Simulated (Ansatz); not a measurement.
Geometry optimisation, RKS revPBE-D4/def2-SVP (Ansatz 0.2.0).

Input:

```yaml
crystal:
  periodic: [false, false, false]
  atoms:
    - { symbol: Al, position_ang: [-0.540227, 0.769198, -0.762527] }
    - { symbol: O, position_ang: [0.828002, -1.583035, 0.836171] }
    - { symbol: S, position_ang: [0.482709, -0.12052, -2.281681] }
    - { symbol: H, position_ang: [0.858128, -1.652536, -0.140243] }
    - { symbol: O, position_ang: [-1.409255, 1.602289, 0.379265] }
    - { symbol: H, position_ang: [1.705766, -1.20229, 1.033441] }
    - { symbol: H, position_ang: [-1.925123, 2.186894, 0.935575] }
basis:
  gaussian: { orbitals: def2-SVP }
hamiltonian:
  xc: revpbe
  dispersion: d4
relax:
  f_tol: 0.03
  max_steps: 50
```

Launched with:

```bash
$ ansatz run input.yaml --threads 2 --pin off --max-ram 3072MiB --backend cpu --events-out ev --progress --plain --runs-dir out
```

Where does it end, and by what steps?

It converged. The force dipped under the threshold on the way, but the program's further checks kept it going. After 17 steps the energy has fallen by 0.822 eV; H6 moved furthest, 0.75 Å. Joined: Al1–O2 (3.16 → 1.99 Å).

```
step  energy less start (eV)  largest force component (eV/Å)  accepted
   0                  0.0000                           0.333       yes
   1                 -0.1062                           0.794       yes
   2                 -0.3020                           1.044       yes
   3                 -0.5378                           0.482       yes
   4                 -0.5944                           0.791       yes
   5                 -0.6327                           0.970       yes
   6                 -0.6499                           0.474       yes
   7                 -0.6633                           0.245       yes
   8                 -0.7194                           0.340       yes
   9                 -0.7407                           0.915       yes
  10                 -0.8004                           0.651       yes
  11                 -0.8125                           0.221       yes
  12                 -0.8129                           0.421       yes
  13                 -0.8209                           0.142       yes
  14                 -0.8213                           0.078       yes
  15                 -0.8216                           0.035       yes
  16                 -0.8218                           0.024       yes
  17                 -0.8219                           0.018       yes
```

```xyz
7
Properties=species:S:1:pos:R:3
Al -0.365 0.323 -0.551
O 0.547 -1.088 0.519
S 0.224 -0.075 -2.473
H 1.138 -1.446 -0.191
O -1.060 1.185 0.774
H 1.085 -0.894 1.315
H -1.569 1.995 0.607
```

The run took 11 s on 2 threads of Intel(R) Xeon(R) 6975P-C (Granite Rapids), with other jobs on the host, peak memory 0.17 GiB.
